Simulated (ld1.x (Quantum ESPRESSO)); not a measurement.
**chromium (Cr): RRKJ pseudisation with PBE, scalar-relativistic reference atom.**

```
Element                 : Cr
Generator               : ld1.x (Quantum ESPRESSO) 7.5
Type                    : norm-conserving RRKJ (Kleinman–Bylander form)
Functional              : PBE
Relativity              : scalar-relativistic
Frozen core             : [Ne]
Valence charge          : 14
Reference configuration : 3s2 3p6 3d5 4s0.75 4p0 (charge +0.25)
Partial waves           : 3s (bound): rc 1.30 bohr; 3p (bound): rc 0.80 bohr; 3d (bound): rc 1.15 bohr
Local potential         : all-electron potential smoothed inside 0.95 bohr (lloc = -1)
Core correction         : a·sin(br)/r model core inside 0.50 bohr
```

Occupied shells without a wave of their own: 4s. They enter only through the test configuration that unscreens the potential, and ld1.x also counts them in the model core charge.

- Cutoffs needed: 200 Ry and 230 Ry (the cutoffs (Ry, on a coarse ladder) from which the occupation-weighted sum of valence levels, in a spherical-Bessel basis at the reference potential, stays within 10 and 1 mRy of its value at 400 Ry)
- Ghost test: no extra level below or beside the all-electron valence levels (s, p, d, f tested) (spherical-Bessel basis up to 400 Ry, 20 bohr box)
- Largest excitation error: -922 meV (all-electron minus pseudo) for 3s2 3p6 3d2 4s0 4p0, out of 7 test configurations

ld1.x takes every shell without a wave as core, so the model core holds the 4s electrons as well and exchange and correlation see them twice. This cancels in the reference configuration, but the file is broken for other ones, and its errors say nothing about a proper core correction.
